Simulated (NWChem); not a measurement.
Molecule: PbH2S, singlet; SMILES [SH][PbH]

Results from NWChem. Low-valent species are run as closed-shell singlets; no triplet was tried in these runs. Coordinates come from a PBE0/def2-SVP optimisation. def2 effective core potentials on Pb; no spin-orbit coupling. Vertical excitations in the gas phase; the lowest state need not have the same character in each row.

```tsv
level	lowest excitation, singlet (eV)	oscillator strength of that lowest state	lowest state with f > 0.02, singlet (eV)	lowest triplet (eV)	orbital gap (eV)
PBE/def2-SVP, full TDDFT	2.95	0.006	3.64	2.33	2.65
B3LYP/def2-SVP, full TDDFT	2.99	0.008	?	2.36	?
PBE0/def2-SVP, full TDDFT	3.07	0.009	3.87	2.35	4.31
CAM-B3LYP/def2-SVP, full TDDFT	3.01	0.009	3.98	2.30	6.36
```

Question: What belongs in the gaps?

Answer: 
- B3LYP/def2-SVP, full TDDFT, lowest state with f > 0.02, singlet (eV): 3.74
- B3LYP/def2-SVP, full TDDFT, orbital gap (eV): 3.90
